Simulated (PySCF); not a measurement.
BBr3 (SMILES BrB(Br)Br), singlet, geometry from GFN2-xTB; DF-PBE/def2-SVP (PySCF).

Input for PySCF:
```python
from pyscf import gto, scf, dft

mol = gto.M(
    atom='''
B     0.01808306   -0.01978242   -0.03760993
Br   -1.50731106   -1.11118164   -0.13755349
Br    0.01971195    1.66670358   -0.86448993
Br    1.48501581   -0.55269588    1.00741627
''',
    basis='def2-svp',
    verbose=4,
)

mf = dft.RKS(mol)
mf.xc = 'pbe'
mf = mf.density_fit(auxbasis='def2-universal-jkfit')
mf.kernel()
```

Problem. Predict the main parts of the log of this PySCF run.

Solution. 
```
PySCF version 2.14.0

[INPUT] verbose = 4
[INPUT] num. atoms = 4
[INPUT] num. electrons = 110
[INPUT] charge = 0
[INPUT] spin (= nelec alpha-beta = 2S) = 0
[INPUT] symmetry False subgroup None
[INPUT] Mole.unit = angstrom
[INPUT] Symbol           X                Y                Z      unit          X                Y                Z       unit  Magmom
[INPUT]  1 B      0.018083060000  -0.019782420000  -0.037609930000 AA    0.034172030894  -0.037383355881  -0.071072467264 Bohr   0.0
[INPUT]  2 Br    -1.507311060000  -1.111181640000  -0.137553490000 AA   -2.848405087928  -2.099828974245  -0.259938423578 Bohr   0.0
[INPUT]  3 Br     0.019711950000   1.666703580000  -0.864489930000 AA    0.037250186881   3.149613297032  -1.633649205144 Bohr   0.0
[INPUT]  4 Br     1.485015810000  -0.552695880000   1.007416270000 AA    2.806273171549  -1.044443843375   1.903740843731 Bohr   0.0

nuclear repulsion = 745.880533581362
number of shells = 42
number of NR pGTOs = 246
number of NR cGTOs = 110
basis = def2-svp
ecp = {}

******** <class 'pyscf.df.df_jk.DFRKS'> ********
method = DFRKS
initial guess = minao
damping factor = 0
level_shift factor = 0
DIIS = <class 'pyscf.scf.diis.CDIIS'>
diis_start_cycle = 1
diis_space = 8
diis_damp = 0
SCF conv_tol = 1e-09
SCF conv_tol_grad = None
SCF max_cycles = 50
direct_scf = False
XC library pyscf.dft.libxc version 7.1.2
    S. Lehtola, C. Steigemann, M. J. T. Oliveira, and M. A. L. Marques,  SoftwareX 7, 1–5 (2018)
XC functionals = pbe
    J. P. Perdew, K. Burke, and M. Ernzerhof,  Phys. Rev. Lett. 77, 3865 (1996)
    J. P. Perdew, K. Burke, and M. Ernzerhof,  Phys. Rev. Lett. 78, 1396 (1997)
    J. P. Perdew, K. Burke, and M. Ernzerhof,  Phys. Rev. Lett. 77, 3865 (1996)
    J. P. Perdew, K. Burke, and M. Ernzerhof,  Phys. Rev. Lett. 78, 1396 (1997)
radial grids:
    Treutler-Ahlrichs [JCP 102, 346 (1995); DOI:10.1063/1.469408] (M4) radial grids

becke partition: Becke, JCP 88, 2547 (1988); DOI:10.1063/1.454033
pruning grids: <function nwchem_prune>
grids dens level: 3
symmetrized grids: False
atomic radii adjust function: <function treutler_atomic_radii_adjust>
small_rho_cutoff = 0
Set gradient conv threshold to 3.16228e-05
Initial guess from minao.
tot grids = 75320
init E= -7742.54396569715
  HOMO = -0.283322436136267  LUMO = -0.111669450443603  gap/eV = 4.67092
cycle= 1 E= -7745.26472508502  delta_E= -2.72  |g|= 0.259  |ddm|= 2.57
  HOMO = -0.242633247255633  LUMO = -0.106773975530011  gap/eV = 3.69692
cycle= 2 E= -7745.26161281412  delta_E= 0.00311  |g|= 0.214  |ddm|= 0.373
  HOMO = -0.246961337957853  LUMO = -0.0849881549350084  gap/eV = 4.40751
cycle= 3 E= -7745.26579130701  delta_E= -0.00418  |g|= 0.151  |ddm|= 0.355
  HOMO = -0.249340127049261  LUMO = -0.0972486118722244  gap/eV = 4.13862
cycle= 4 E= -7745.27250546242  delta_E= -0.00671  |g|= 0.004  |ddm|= 0.157
  HOMO = -0.250076447824241  LUMO = -0.097954721698061  gap/eV = 4.13944
cycle= 5 E= -7745.27250893893  delta_E= -3.48e-06  |g|= 0.00129  |ddm|= 0.00915
  HOMO = -0.249922981379931  LUMO = -0.0978045095061981  gap/eV = 4.13935
cycle= 6 E= -7745.27250928006  delta_E= -3.41e-07  |g|= 0.000342  |ddm|= 0.00207
  HOMO = -0.249930936200466  LUMO = -0.0977930683284924  gap/eV = 4.13988
cycle= 7 E= -7745.27250931252  delta_E= -3.25e-08  |g|= 4.37e-05  |ddm|= 0.00041
  HOMO = -0.249933790208763  LUMO = -0.0977944712797516  gap/eV = 4.13992
cycle= 8 E= -7745.27250931298  delta_E= -4.57e-10  |g|= 1.86e-05  |ddm|= 7.22e-05
  HOMO = -0.249931774992212  LUMO = -0.0977923000496452  gap/eV = 4.13993
Extra cycle  E= -7745.27250931288  delta_E= 9.46e-11  |g|= 2.45e-05  |ddm|= 4.7e-05
converged SCF energy = -7745.27250931288
```
